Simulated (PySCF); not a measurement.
# UHF on O⁶⁺ (oxygen, charge +6)

Configuration: 1s2, closed-shell 1S. Calculation: PySCF 2.14, in an uncontracted even-tempered set (15 s from 2.2 bohr⁻², ratio 2.2; 7 p from 3.6 bohr⁻², ratio 2.4; 4 d from 11 bohr⁻², ratio 2.4; 3 f from 16 bohr⁻², ratio 2.4; 3 g from 24 bohr⁻², ratio 2.4); no relativity, point nucleus.

```json
{"Total energy": "-59.111114 hartree", "One-electron energy": "-63.8887 hartree", "Hartree (Coulomb) energy": "9.5551 hartree", "Exchange energy": "-4.7776 hartree", "Kinetic energy": "59.11103 hartree", "⟨S²⟩": "0.0000", "⟨L²⟩": "0.000", "Sum of ⟨r⟩": "0.3935 bohr", "Sum of ⟨r²⟩": "0.1039 bohr²", "Density at the nucleus (Gaussians lack the cusp)": "296 bohr⁻³"}
```

```csv
shell,electrons,mean orbital energy (hartree),"rms radius, mean of both spins (bohr)"
1s,2,-27.16678,0.228
```
